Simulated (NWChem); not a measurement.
Lowest excitation of HFOSi

```xyz
4

Si    -0.6240    -0.0001     0.0000
F      0.4348     1.2580     0.0000
O      0.4303    -1.2773     0.0000
H      1.3812    -1.1021     0.0000
```
Charge 0, spin multiplicity 1.

The numbers come from NWChem runs, not from measurements. All single points use one geometry, from PBE0/def2-SVP, a minimum by its harmonic frequencies. It is one conformer; others weren't searched.

Basis set: def2-SVPD.

The correlated methods keep 7 core orbitals frozen. B3LYP has NWChem's definition, with VWN1-RPA local correlation. The structure started from a generated list of species. Coupled-cluster values serve here as a point of comparison, not as the truth.

For the lowest vertical singlet excitation energy, TD-PBE gives 5.34 eV and EOM-CCSD gives 5.73 eV. What do CIS, TD-B3LYP, TDA-BHandHLYP give?

CIS: 6.01 eV; TD-B3LYP: 5.50 eV; TDA-BHandHLYP: 5.93 eV.
